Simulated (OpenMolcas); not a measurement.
**Levels of F4+ by method**

| Property | Result |
| --- | --- |
| Program | OpenMolcas 26.06 |
| Basis | ANO-R3 [4s4p2d1f] |
| Scalar Hamiltonian | X2C, finite nucleus |
| Active space | 3 electrons in 4 orbitals (2s 2p) |
| State averaging | 2S+1 = 4 odd, 1 root; 2S+1 = 2 odd, 11 roots (8 in the spin-orbit step); 2S+1 = 4 even, 3 roots; 2S+1 = 2 even, 9 roots |
| Spin-orbit coupling | state interaction with AMFI integrals over the reference wave functions, term energies averaged over their components |

Methods on the same reference wave functions:
A. CASSCF
B. SS-CASPT2, IPEA 0.25 Eh, imaginary shift 0.1 Eh (closed shells correlated: 1s)

Energies in cm⁻¹ above 2s² 2p ²P°_1/2, the measured ground level; measured values from Moore, Atomic Energy Levels, vol. I, NSRDS-NBS 35 (1971 reprint of NBS Circular 467, 1949).

```json
{"Level": "2s² 2p ²P°_1/2", "A": "0.0", "B": "0.0", "Measured": "0.0"}
{"Level": "2s² 2p ²P°_3/2", "A": "682", "B": "682", "Measured": "746"}
{"Level": "2s 2p² ⁴P_1/2", "A": "79399", "B": "84420", "Measured": ""}
{"Level": "2s 2p² ⁴P_3/2", "A": "79642", "B": "84660", "Measured": ""}
{"Level": "2s 2p² ⁴P_5/2", "A": "80042", "B": "85060", "Measured": ""}
{"Level": "2s 2p² ²D_3/2", "A": "158653", "B": "153280", "Measured": "152898"}
{"Level": "2s 2p² ²D_5/2", "A": "158656", "B": "153280", "Measured": "152876"}
{"Level": "2s 2p² ²S_1/2", "A": "202249", "B": "198340", "Measured": "197565"}
{"Level": "2s 2p² ²P_1/2", "A": "226409", "B": "216830", "Measured": "214881"}
{"Level": "2s 2p² ²P_3/2", "A": "226886", "B": "217300", "Measured": "215348"}
{"Level": "2p³ ⁴S°_3/2", "A": "273462", "B": "275360", "Measured": ""}
```

Deviations, from unrounded energies. A percentage is the sum of absolute deviations over the sum of measured energies, with the sign that they share, or ± where signs differ.

```tsv
Against measurement	Levels	A	B
mean absolute deviation (cm-1)	6	6600	920
fine structure of the ground term (%)	1	-8.6	-8.6
other configurations (%)	5	+4.2	+0.6
```

B lies closest to measurement on these levels. The largest miss of B in the table is 2s 2p² ²P_3/2, by +2000 cm-1. The ranking rests on the paired levels alone, and a cruder setting can come out closer through cancelling errors.

The lowest spin-free term lies below A's lowest term by 0.050 hartree in B.

Measured partners are found by configuration, term and J. A level has none where our copy of the source lacks it or the pairing is in doubt (some pairs that miss far off the trend of their configuration count as doubtful), and it then counts in no deviation. Levels of configurations outside the active space are missing. Levels that lie high or do not pair safely by name in every column are left out.

° marks odd parity.
